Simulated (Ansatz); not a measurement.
`BCOC` + `[AsH3]` → `B[AsH2]` + `COC` at 298.15 K and 1 bar (ligand exchange at a B–C bond).

Computed with Ansatz on PBE0-D4/def2-TZVP structures; ΔE is electronic, products minus reactants. CCSD(T)/CBS adds triple-zeta CCSD(T) − MP2 to the extrapolated MP2 energy (def2 sets, frozen cores). For As outer-core shells are correlated without core-valence functions, which leaves a few kJ/mol of doubt a bond. Scalar relativity is left out up to krypton. One conformer a species, not always the lowest.

| species | CCSD(T)/CBS energy (Eh) | H − E (kJ/mol) | S (J/(mol·K)) |
| --- | --- | --- | --- |
| `BCOC` | -180.23463 | 252.3 | 304.1 |
| `[AsH3]` | -2236.79077 | 67.8 | 222.9 |
| `B[AsH2]` | -2262.17165 | 106.7 | 268.3 |
| `COC` | -154.86276 | 223.4 | 264.2 |

H − E and S are ideal-gas, rigid-rotor, harmonic terms from PBE0-D4/def2-TZVP, for one conformer and one mirror image of each species. 1 Eh = 2625.50 kJ/mol, R = 8.31446 J/(mol·K).

Task: By hand: ΔE, ΔH, ΔS and ΔG.

Result: ΔE = (-2262.17165) + (-154.86276) − (-180.23463) − (-2236.79077) = -0.00901 Eh = -23.7 kJ/mol. Δ(H − E) = 106.7 + 223.4 − 252.3 − 67.8 = 10.0, so ΔH = -13.7 kJ/mol. ΔS = 268.3 + 264.2 − 304.1 − 222.9 = 5.5 J/(mol·K). ΔG = -13.7 − 298.15 × (5.5)/1000 = -15.3 kJ/mol.

Task: By hand: the equilibrium constant, and the temperature at which ΔG would vanish if ΔH and ΔS stayed fixed.

Result: log₁₀ K = −ΔG/(RT ln 10) = 2.7. ΔH and −TΔS have one sign here, so there is no such temperature. One of them is within its doubt of zero, so this could turn.

The number of gas molecules stays the same, so ΔS is small and ΔH decides. A doubt of 5 kJ/mol in ΔE shifts log₁₀ K by 0.9 here. Other conformers and mirror images would add mixing entropy, several J/(mol·K) or more a flexible species. These are equilibria of isolated gas molecules and say nothing of rates. Largest T1 diagnostic: 0.014 (customary marks: 0.02 for closed shells, 0.045 for open ones).
